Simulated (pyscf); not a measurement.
H₃Si–GeH:, singlet

Gas-phase minimum from PySCF at ωB97X-D3(BJ)/def2-SVP, one conformer. Other isomers of H₃Si–GeH: [singlet] were not searched in full and may lie lower. 

SMILES: [SiH3][GeH]
```xyz
6

Si     0.3963    -0.7074     0.3007
Ge     1.3662     1.3692    -0.5154
H      0.2062    -0.6140     1.7834
H     -0.9242    -1.0413    -0.3140
H      1.3368    -1.8387     0.0204
H      2.6061     1.1114     0.4461
```

Bond lengths (Å): Si1–Ge2 2.433, Si1–H3 1.498, Si1–H4 1.494, Si1–H5 1.498, Ge2–H6 1.590. Bond angles (°): Ge2–Si1–H3 109.2, Ge2–Si1–H4 113.9, Ge2–Si1–H5 109.4, H3–Si1–H4 108.0, H3–Si1–H5 108.2, H4–Si1–H5 108.0, Si1–Ge2–H6 88.3.

Properties at ωB97X-D3(BJ)/def2-SVP:

```
Property                                                                                                                                                                            Value
---------------------------------------------------------------------------------------------------------------------  ------------------------------------------------------------------
Harmonic wavenumbers, unscaled                                                                                         94, 337, 388, 406, 691, 878, 941, 962, 1971, 2212, 2221, 2236 cm⁻¹
Zero-point energy                                                                                                                                                           19.1 kcal/mol
Rotational symmetry number                                                                                                                                                              1
Entropy of this conformer at 298 K and 1 atm, rigid rotor and harmonic oscillator, modes under 100 cm⁻¹ raised to 100                                                     295.9 J/(mol K)
Dipole moment                                                                                                                                                                      0.30 D
```

Single-point totals, which compare only within one level (frozen core for MP2 and CC):

```csv
level,total energy (hartree)
ωB97X-D3(BJ)/def2-TZVP,-2368.83876
PBE/def2-TZVP,-2368.38024
r²SCAN/def2-TZVP,-2368.81005
B3LYP-D3(BJ)/def2-TZVP,-2368.93785
PBE0-D3(BJ)/def2-TZVP,-2368.46779
M06-2X/def2-TZVP,-2368.82457
ωB97M-D3(BJ)/def2-TZVP,-2368.91565
HF/def2-TZVPP,-2366.58908
MP2/def2-TZVPP,-2366.95154
CCSD/def2-TZVPP,-2366.98695
CCSD(T)/def2-TZVPP,-2367.00092
```

Soft torsions are taken as harmonic, which can shift the entropy by several J/(mol K). The CCSD(T) − MP2 part came from Ansatz, without density fitting, on the same reference. The frozen core leaves the outer d or s,p core shells of the metals and heavy elements correlated in the MP2 and CC values, and def2-TZVPP describes them poorly, so these totals are far from the basis limit. Elements up to Kr have no core potential and no relativistic terms here.
